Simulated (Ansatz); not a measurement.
Species: C₃H₉BrSi, charge 0, multiplicity 1. SMILES: C[Si](C)(C)Br
Structure (B3LYP-D3(BJ)/def2-TZVP (Ansatz, a program for electronic structure) minimum search):
```
Si
C 1 1.8667
H 2 1.0910 1 111.02
H 2 1.0910 3 108.11 1 122.01
H 2 1.0935 3 108.20 4 116.96
C 1 1.8667 2 111.58 3 -57.06
H 6 1.0910 1 111.02 2 57.06
H 6 1.0910 7 108.11 1 -122.01
H 6 1.0935 7 108.20 8 -116.96
C 1 1.8667 2 111.58 3 177.36
H 10 1.0910 1 111.02 2 -177.36
H 10 1.0910 11 108.11 1 -122.01
H 10 1.0935 11 108.20 12 -116.96
Br 1 2.2651 2 107.27 3 60.15
```

Computed values are from Ansatz. Valence correlation only, unless marked. UHF or UKS for open shells. No spin-orbit coupling. Frozen are the shells of the preceding noble gas and the d and f shells that filled before the atom's block. Non-relativistic. CBS(X,Y): correlation extrapolated as X^-3; Hartree-Fock from the larger set. [CCSD(T)-MP2]/basis is that difference in the basis named.

Q: What is the total energy at CCSD(T)/CBS(def2-TZVPPD,def2-QZVPPD)?

A: -2981.4249 Eh.

Q: What is the dipole moment at CCSD(T)/def2-SVPD?

A: 2.46 D.

Q: What is the vertical triplet-singlet gap at RI-MP2/CBS(def2-TZVPPD,def2-QZVPPD)+[CCSD(T)-MP2]/def2-TZVPPD?

A: 7.30 eV.

Q: What is the vertical ionisation energy (to the doublet) at RI-MP2/CBS(def2-TZVPPD,def2-QZVPPD)+[CCSD(T)-MP2]/def2-TZVPPD?

A: 10.39 eV.

Q: What is the atomisation energy De at CCSD(T)/CBS(def2-TZVPPD,def2-QZVPPD)?

A: 5204.3 kJ/mol.
